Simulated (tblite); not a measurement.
Species: C6H5F3N2S.
Z-matrix (Å and degrees, GFN2-xTB geometry), rows numbered from 1:
```
F 
C   1  1.3496
F   2  1.3496  1  105.34
F   2  1.3278  1  107.05  3   113.74
C   2  1.4923  1  111.75  3  -121.58
N   5  1.3415  2  121.29  1  -121.63
N   6  1.2502  5  114.74  2  -179.93
S   7  1.6594  6  113.52  5    -0.02
C   5  1.3891  2  124.98  1    58.47
C   9  1.4519  5  128.99  2    -0.14
C  10  1.5120  9  119.27  5   145.88
C  11  1.4863 10   60.57  9   108.46
H  10  1.0824  9  114.08  5     0.20
H  11  1.0785 10  117.19 12   109.55
H  11  1.0797 10  117.33 12  -108.93
H  12  1.0796 10  117.33 11   108.98
H  12  1.0785 10  117.14 11  -109.53
```

Level: GFN2-xTB in tblite, geometry and Hessian alike; calculated harmonic values, unscaled, isolated species. This tight-binding method is rough: wavenumbers can miss measured ones by several per cent, in bad cases by 10 to 20. One conformer, not necessarily the lowest.

Harmonic wavenumbers (cm⁻¹): 29.1, 48.9, 101.0, 110.0, 161.9, 173.5, 292.6, 294.8, 328.5, 415.5, 424.9, 513.0, 525.6, 561.1, 561.7, 663.5, 672.3, 685.4, 788.0, 799.2, 868.8, 910.2, 935.8, 967.5, 1016.6, 1023.4, 1066.7, 1072.4, 1073.8, 1077.9, 1148.5, 1153.0, 1220.3, 1258.4, 1341.3, 1377.2, 1410.8, 1426.4, 1471.7, 1493.8, 3067.7, 3092.8, 3093.6, 3107.1, 3122.5.

A = 1183, B = 717.6, C = 503.1 MHz; mass 194.013 u (most abundant isotopes); point group Cs, symmetry number 1.

**Question.** What is the zero-point energy?

**Answer.** ½Σν̃ = 23474 cm⁻¹ = 67.12 kcal/mol.

**Question.** What is S at 273.15 K and 1 bar for an ideal gas of classical rigid rotors and harmonic oscillators?

**Answer.** Translation 41.28, rotation 30.74, vibration 30.49: S = 102.5 cal/(mol K).

**Question.** And Cp and H(273.15 K) − H(0)?

**Answer.** Cp = 38.52 cal/(mol K), of which vibrations give 30.58 (their classical limit is 45 R = 89.4); H(273.15 K) − H(0) = 6.41 kcal/mol without the zero-point energy, 4.24 from vibrations.

**Question.** What must be added to the electronic energy to get the Gibbs energy at 273.15 K and 1 bar?

**Answer.** ZPE + [H(273.15 K) − H(0)] − T·S = 67.12 + 6.41 − 28.00 = 45.53 kcal/mol.

**Question.** Which modes carry the vibrational entropy at 273.15 K?

**Answer.** 29.1 cm⁻¹: 5.72; 48.9 cm⁻¹: 4.69; 101.0 cm⁻¹: 3.26; 110.0 cm⁻¹: 3.10; 161.9 cm⁻¹: 2.36; 173.5 cm⁻¹: 2.23 cal/(mol K); the other 39 give 9.13 together.

**Question.** Blend soft modes into free rotors: weight 1/[1 + (100 cm⁻¹/ν̃)⁴] for the oscillator and the rest for a rotor with moment μB/(μ + B), μ = h/(8π²ν), B = 10⁻⁴⁴ kg m². What vibrational entropy results?

**Answer.** 27.23 cal/(mol K) in place of 30.49, which changes −T·S at 273.15 K by +0.89 kcal/mol.

Hindered rotation and anharmonicity are outside this model. Other conformers, if any are populated, would add a mixing term that is left out.

The run took 0.63 s of wall time on one thread, Arm Neoverse V2 (aarch64), no GPU, shared host. This covers the Hessian and the dipole derivatives.
